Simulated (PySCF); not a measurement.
C8H6N (doublet state).
Atom-mapped SMILES: `[CH2:1][C:2]#[C:3][c:4]1[cH:5][cH:6][cH:7][cH:8][n:9]1` (hydrogens: H10, H11 on C1; H12 on C5; H13 on C6; H14 on C7; H15 on C8)

Structure used (GFN2-xTB), in Å, numbered top down from 1:
```xyz
15
C8H6N angstrom
C      3.9600   -0.0035   -0.2507
C      2.6279    0.0482   -0.1775
C      1.3970    0.0917   -0.1094
C      0.0109    0.1301   -0.0337
C     -0.7151   -1.0340    0.3015
C     -2.0889   -0.9593    0.3706
C     -2.7118    0.2558    0.1071
C     -1.9103    1.3465   -0.2181
N     -0.6009    1.3015   -0.2884
H      4.5319    0.8711   -0.5070
H      4.4918   -0.9189   -0.0566
H     -0.1867   -1.9552    0.4955
H     -2.6736   -1.8321    0.6264
H     -3.7851    0.3539    0.1508
H     -2.3514    2.3123   -0.4324
```

The hyperfine couplings belong to this conformer and change with its torsions.

Computed with PySCF, UKS B3LYP, pcH-1 on C H N, non-relativistic, mean-field spin-orbit, GIAO. Isolated species at its GFN2-xTB geometry, gas phase. Couplings are sensitive to structure, and on GFN2-xTB geometries they can be far from those on DFT ones. No stability test was run, so a lower SCF solution isn't excluded. ⟨S²⟩ is 0.780 where a pure state has 0.75.

(1) What is the g tensor, term by term?

(2) What effective moment and Curie constant follow for a powder?

(3) At 9.533 GHz, how far is the centre of the isotropic spectrum from where a free electron (g = 2.002319) resonates?

(4) In a frozen sample, at which fields do the three g values resonate at 9.5, 34, 94 and 263 GHz (hyperfine left aside), and which band first spreads them over more than twice a line width of 1.0 mT?

Answers

(1) 
| Δg (ppm) | 1 | 2 | 3 |
| --- | --- | --- | --- |
| relativistic mass correction | -150 | -150 | -150 |
| gauge correction | -5 | 28 | 35 |
| orbital Zeeman/spin–orbit | -8 | 764 | 1338 |
| total | -164 | 642 | 1223 |

So g = 2.00216, 2.00296, 2.00354 and g_iso = 2.00289; the tensor is rhombic: the two nearest values differ by 42 % of g3 − g1. Axes: g1 is normal to the molecular plane and g3 points within 15° of the C1–C2 bond.

(2) With the mean of g² = 4.0116 and S(S+1) = 0.75: μ_eff = √(⟨g²⟩S(S+1)) = 1.735 μB and χT = 0.12505·⟨g²⟩·S(S+1) = 0.376 cm³ K/mol (cgs; spin-Hamiltonian part alone).

(3) B = hν/(g μB) with μB/h = 13.99624 MHz/mT gives 340.16 mT for the free electron and 340.06 mT at g_iso, 0.10 mT lower.

(4) 
```json
{"band": "X", "GHz": "9.5", "B(g3) mT": "338.78", "B(g2) mT": "338.88", "B(g1) mT": "339.01", "spread mT": "0.23"}
{"band": "Q", "GHz": "34.0", "B(g3) mT": "1212.46", "B(g2) mT": "1212.82", "B(g1) mT": "1213.30", "spread mT": "0.84"}
{"band": "W", "GHz": "94.0", "B(g3) mT": "3352.11", "B(g2) mT": "3353.08", "B(g1) mT": "3354.43", "spread mT": "2.32"}
{"band": "J", "GHz": "263.0", "B(g3) mT": "9378.76", "B(g2) mT": "9381.49", "B(g1) mT": "9385.26", "spread mT": "6.50"}
```

The spread grows in proportion to the frequency. W band is the first where it exceeds 2.0 mT.

The Mulliken spin populations are largest on C1 (+0.66), C3 (+0.48), C2 (-0.24) and C7 (+0.17). The angles at C1 add up to 360.0°, so it is planar; its axial dipolar tensor and the negative couplings of its protons fit spin in a p orbital normal to that plane.

The HOMO–LUMO gaps are 4.47 eV among the α and 4.13 eV among the β orbitals.

Time: 85 s wall (grids of density and orbitals included); peak memory 0.97 GiB. Hardware: one thread, Arm Neoverse V2 (aarch64), no GPU (shared host).
